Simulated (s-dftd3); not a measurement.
H3ClSi, charge -1, doublet, at the geometry of the source list (a state made from the parent by changing its charge; the spin is typed, not shown lowest); D3(zero) for blyp (s-dftd3).

Input for s-dftd3:
```
$ s-dftd3 mol.xyz --zero blyp --json dftd3.json --noedisp --grad

# file mol.xyz
5

Si    -0.12910000    -0.00570000    -0.00460000
Cl     1.87810000     0.08360000     0.06760000
H     -0.50430000    -0.99840000    -1.00530000
H     -0.63000000     1.31380000    -0.37260000
H     -0.61480000    -0.39330000     1.31500000
```

It wrote (shortened):

```
-----------------------------------
 s i m p l e   D F T - D 3  v1.4.0
-----------------------------------

Zero (Chai-Head-Gordon) damping: blyp-D3(0)
--------------------
  s6         1.0000
  s8         1.6820
  s9         0.0000
 rs6         1.0940
 rs8         1.0000
 alp        14.0000
--------------------

Dispersion energy:      -2.8093532370122E-03 Eh

Gradient norm:           3.6247663005747E-04 Eh/a0
--------------------------------------------------
     #    Z           dE/dx      dE/dy      dE/dz
--------------------------------------------------
     1   14 Si    2.751E-05  1.211E-06  9.831E-07
     2   17 Cl   -7.009E-05 -3.115E-06 -2.582E-06
     3    1 H     2.640E-06  1.439E-04  1.456E-04
     4    1 H     2.113E-05 -1.967E-04  5.231E-05
     5    1 H     1.880E-05  5.472E-05 -1.963E-04
--------------------------------------------------

Virial:
--------------------------------------------------
      component           x          y          z
--------------------------------------------------
          x      -3.050E-04  2.215E-05  1.764E-05
          y       2.215E-05 -8.012E-04  6.675E-07
          z       1.764E-05  6.675E-07 -8.016E-04
--------------------------------------------------

[Info] JSON dump of results written to 'dftd3.json'
```
